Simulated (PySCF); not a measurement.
GeH4MgO, SMILES [OH][Mg][GeH3].

Coordinates come from a PBE0-D3(BJ)/def2-TZVP optimisation. The values are those of a single conformer.

All values below come from TDDFT-ωB97X/def2-SVPD (PySCF 2.14.0).

Vertical excitations; the highest root listed may be one member of a degenerate set. The molecule is in vacuum. State labels are in the subgroup Cs.

```
state  symmetry  energy (eV)  λ (nm)      f                                                               main pairs
-----  --------  -----------  ------  -----  -----------------------------------------------------------------------
S1           A'         5.75     216  0.428                                                           HOMO→LUMO 93 %
S2           A'         5.93     209  0.112                                             HOMO→LUMO+2 (degenerate set)
S3           A"         5.93     209  0.112                                             HOMO→LUMO+1 (degenerate set)
S4           A'         6.31     196  0.108                                             HOMO−2→LUMO (degenerate set)
S5           A"         6.31     196  0.108                                             HOMO−1→LUMO (degenerate set)
S6           A"         7.04     176  0.000                            HOMO−2→LUMO+1, HOMO−1→LUMO+2 (degenerate set)
S7           A'         7.04     176  0.000                            HOMO−1→LUMO+1, HOMO−2→LUMO+2 (degenerate set)
S8           A"         7.05     176  0.000                                   HOMO−1→LUMO+2 43 %, HOMO−2→LUMO+1 43 %
S9           A'         7.56     164  0.001  HOMO→LUMO+3 45 %, HOMO→LUMO+7 16 %, HOMO→LUMO+6 13 %, HOMO−2→LUMO+2 9 %
S10          A"         7.74     160  0.022                     HOMO−3→LUMO 40 %, HOMO→LUMO+9 26 %, HOMO→LUMO+5 12 %
T1           A'         5.07     244      0                                                           HOMO→LUMO 88 %
T2           A'         5.22     237      0                                HOMO→LUMO+2, HOMO→LUMO+4 (degenerate set)
T3           A"         5.22     237      0                                HOMO→LUMO+1, HOMO→LUMO+5 (degenerate set)
T4           A'         6.16     201      0                                                         HOMO−2→LUMO 85 %
```
Triplets are in the Tamm–Dancoff approximation, which puts them higher than full response would, so one can lie above its singlet here.
